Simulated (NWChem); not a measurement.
All runs are NWChem calculations. System: phosphorus nitride (NP), charge 0, spin multiplicity 1, at a geometry optimised with PBE0/def2-SVP. Level: MP2/def2-TZVP, 6 core orbitals frozen.

Part of the output:

```
             Northwest Computational Chemistry Package (NWChem) 7.3.0
             --------------------------------------------------------

                                NWChem Input Module
                                -------------------

 Scaling coordinates for geometry "geometry" by  1.889725989
 (inverse scale =  0.529177249)

 Turning off AUTOSYM since
 SYMMETRY directive was detected!

                             Geometry "geometry" -> ""
                             -------------------------

 Output coordinates in angstroms (scale by  1.889725989 to convert to a.u.)

  No.       Tag          Charge          X              Y              Z
 ---- ---------------- ---------- -------------- -------------- --------------
    1 N                    7.0000     0.00000000     0.00000000     1.01492900
    2 P                   15.0000     0.00000000     0.00000000    -0.47363400

 Effective nuclear repulsion energy (a.u.)      37.3270134653

            Nuclear Dipole moment (a.u.)
            ----------------------------
        X                 Y               Z
 ---------------- ---------------- ----------------
     0.0000000000     0.0000000000    -0.0000132281

      Symmetry information
      --------------------

 Group name             C2v
 Group number             16
 Group order               4
 No. of unique centers     2

      Symmetry unique atoms

     1    2


 Summary of "ao basis" -> "" (spherical)
 ------------------------------------------------------------------------------
       Tag                 Description            Shells   Functions and Types
 ---------------- ------------------------------  ------  ---------------------
 *                         def2-tzvp                  on all atoms

 Summary of "ao basis" -> "ao basis" (spherical)
 ------------------------------------------------------------------------------
       Tag                 Description            Shells   Functions and Types
 ---------------- ------------------------------  ------  ---------------------
 N                         def2-tzvp                11       31   5s3p2d1f
 P                         def2-tzvp                13       37   5s5p2d1f

                                 NWChem SCF Module
                                 -----------------

  ao basis        = "ao basis"
  functions       =    68
  atoms           =     2
  closed shells   =    11
  open shells     =     0
  charge          =   0.00
[...]
  Mulliken analysis of the total density
  --------------------------------------

    Atom       Charge   Shell Charges
 -----------   ------   -------------------------------------------------------
    1 N    7     7.35   0.82  1.15  0.61  0.90  0.30  1.29  1.51  0.73  0.01  0.04  0.00
    2 P   15    14.65   2.01  0.54  1.43  1.06  0.81  4.17  1.70  0.67  1.48  0.58  0.09  0.10  0.02

       Multipole analysis of the density wrt the origin
       ------------------------------------------------

     L   x y z        total         open         nuclear
     -   - - -        -----         ----         -------
     0   0 0 0     -0.000000      0.000000     22.000000

     1   1 0 0     -0.000000      0.000000      0.000000
     1   0 1 0     -0.000000      0.000000      0.000000
     1   0 0 1     -1.276562      0.000000     -0.000013

     2   2 0 0    -13.167528      0.000000      0.000000
     2   1 1 0      0.000000      0.000000      0.000000
     2   1 0 1      0.000000      0.000000      0.000000
     2   0 2 0    -13.167528      0.000000      0.000000
     2   0 1 1      0.000000      0.000000      0.000000
     2   0 0 2    -15.018734      0.000000     37.765804

                   NWChem MP2 Semi-direct Energy/Gradient Module
                   ---------------------------------------------

  Basis functions       =     68
  Molecular orbitals    =     68
  Frozen core           =      6
  Frozen virtuals       =      0
  Active alpha occupied =      5
  Active beta occupied  =      5
  Active alpha virtual  =     57
  Active beta virtual   =     57
  Use MO symmetry       = T
  Use skeleton AO sym   = T

  AO/Fock/Back tols     =   1.0D-09  1.0D-09  1.0D-09

 GA uses MA = F    GA memory limited = T

 Available:
  local mem=  1.15D+08
 global mem=  1.31D+08
 local disk=  0.00D+00
  mp2_memr nvloc                    57
  nvloc new                    57
   1 passes of   5:        4194304                      23677                   2275443.
   1 passes of   5: M    114681724           G      131062752           F     110487420.

 Semi-direct pass number   1 of   1  for RHF alpha+beta  at        1.0s
  vrange nnbf                  2340
  mp2_eaftype                    10  avail_ma_in_mb                   999
 EAF : mp2_eaftype filesize          10    1137722.
  mp2_eaf for mointskh                     10
Node 0 wrote      5.3 Mb in      0.0 s     Agg I/O rate:  1327.5 Mb/s
 Done moints_semi at        2.8s
  mp2_eaftype                    10  avail_ma_in_mb                   989
 EAF : mp2_eaftype filesize          10    1137722.
  mp2_eaf for kh                    10
 Done maket at        2.8s
 Done multipass loop at        2.8s

          -------------------------------------------
          SCF energy                -395.175004019712
          Correlation energy          -0.345382793095
          Singlet pairs               -0.213176943282
          Triplet pairs               -0.132205849813
          Total MP2 energy          -395.520386812808
          -------------------------------------------

          ---------------------------------------------------
                    Spin Component Scaled (SCS) MP2
          Same spin pairs                     -0.088137233209
          Same spin scaling factor             0.333333333333
          Opposite spin pairs                 -0.257245559886
          Opposite spin scaling fact.          1.200000000000
          SCS-MP2 correlation energy          -0.338073749600
          Total SCS-MP2 energy              -395.513077769312
          ---------------------------------------------------

 -----------------------
 Performance information
 -----------------------

 Timer overhead =  2.74D-07 seconds/call

               Nr. of calls         CPU time (s)                 Wall time (s)                GFlops
             ---------------    -------------------     ------------------------------   -------------------
Name         Min   Avg   Max    Min     Avg     Max     Min     Avg     Max   Mx/calls   Min     Max     Sum
mp2: moin     1     1     1    1.7     1.7     1.7      1.7     1.7     1.7     1.7      0.0     0.0     0.0
mp2: make     1     1     1   5.41E-2 5.41E-2 5.41E-2  5.41E-2 5.41E-2 5.41E-2 5.41E-2   0.0     0.0     0.0
mp2: tota     1     1     1    1.8     1.8     1.8      1.8     1.8     1.8     1.8      0.0     0.0     0.0

 The average no. of pstat calls per process was 3.00D+00
 with a timing overhead of 8.22D-07s

 Task  times  cpu:        2.8s     wall:        2.8s

 Total times  cpu:        2.8s     wall:        2.8s
```

**Question.** Write an NWChem input that would produce this output.

**Answer.** This is not unique; one that fits is 
```
start mol
memory heap 200 mb stack 800 mb global 1000 mb
geometry units angstroms nocenter noautoz
  N      0.000000     0.000000     1.014929
  P      0.000000     0.000000    -0.473634
  symmetry group C2v
end
basis spherical
  * library def2-tzvp
end
scf
  rhf
  nopen 0
  maxiter 100
  thresh 1e-7
  semidirect memsize 60000000 filesize 0
end
mp2
  freeze core 6
end
task mp2 energy
```
